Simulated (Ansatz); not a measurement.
Reaction (atomization): `C[N](C)[Al]([OH])[OH]` → Al• + 2 C• + 8 H• + N• + 2 O•

Calculated with Ansatz (gas phase, PBE0-D4/def2-TZVP geometries, no zero-point term in ΔE). CCSD(T)/CBS is the MP2 limit (def2-TZVPP, def2-QZVPP) plus CCSD(T) − MP2 in def2-TZVPP, frozen cores. This one scheme is used for every species, atoms too. DFT in def2-TZVPP. No spin–orbit coupling; open shells (•) take unrestricted orbitals. Spin–orbit coupling would lower the free atoms: a little for Al, C, O. One conformer a species, not always the lowest.

| level | ΔE (kcal/mol) | difference from CCSD(T)/CBS |
| --- | --- | --- |
| BLYP-D4 | 1292.4 | -4.0 |
| r2SCAN0-D4 | 1269.9 | -26.5 |
| ωB97X-V | 1294.0 | -2.4 |
| ωB97M-V | 1295.9 | -0.5 |
| B2PLYP | 1280.2 | -16.2 |
| MP2/def2-SVP | 1235.3 | -61.1 |
| CCSD/def2-TZVPP | 1241.4 | -55.0 |
| MP2/def2-QZVPP | 1307.5 | 11.1 |
| HF/CBS(def2) | 926.4 | -370.0 |
| CCSD/CBS(def2) | 1277.8 | -18.6 |
| CCSD(T)/CBS | 1296.4 | 0 |

Largest T1 diagnostic among the species: 0.018.

At CCSD(T), def2-SVP lies −80.3 kcal/mol from the extrapolated value and def2-TZVPP −36.4 kcal/mol: correlation converges slowly with the basis, and small sets miss more of it in the bonded molecule than in its fragments. From BLYP to BHLYP (50 % exact exchange), in def2-TZVPP and without D4, ΔE moves by −35.8 kcal/mol: exact exchange takes away binding that semilocal exchange gives to molecules. The D4 term adds +10.3 kcal/mol with B3LYP and +5.5 kcal/mol with PBE0; it sums over pairs of atoms, weighted by their polarisabilities, and B3LYP, whose exchange is more repulsive, gets the larger term.

B3LYP here is the variant with VWN-RPA as its local correlation; programs differ in this.

For atomizations the MP2-based limit and the directly extrapolated one differ by several kJ/mol either way, and by 10 to 25 for some Ge, Se and Sn compounds, so smaller differences from it don't rank the levels.
